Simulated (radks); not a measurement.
Task: The mean radii <r> (bohr) of the occupied orbitals of an atom or ion are listed with their occupations. All-electron calculation, Dirac Kohn-Sham, LDA (Slater exchange, Perdew-Wang correlation), spin-unpolarised, spherical densities, finite nucleus; Fermi nuclear charge, rms radius of each element as measured or else 0.836 A^(1/3) + 0.57 fm. Program: a radial shooting solver on a logarithmic mesh with Libxc functionals.

| orbital | occ. | <r> |
|---|---|---|
| 1s1/2 | 2 | 0.03043 |
| 2s1/2 | 2 | 0.1303 |
| 2p1/2 | 2 | 0.1103 |
| 2p3/2 | 4 | 0.1153 |
| 3s1/2 | 2 | 0.3269 |
| 3p1/2 | 2 | 0.3130 |
| 3p3/2 | 4 | 0.3212 |
| 4s1/2 | 2 | 0.6371 |

Name the element and its charge. Open shells, if any, are shared by 2j + 1.

Result: Z = 48, cadmium, charge +28: Cd28+ in [Ar] 4s2. The 1s radius gives Z: for a bare nucleus <r> = (2 gamma + 1)/(2Z) with gamma = sqrt(1 - (Z/c)^2), 0.02993 bohr for Z = 48, and screening makes it slightly larger (0.03043 here). The occupations add up to 20, and the charge is Z minus that.
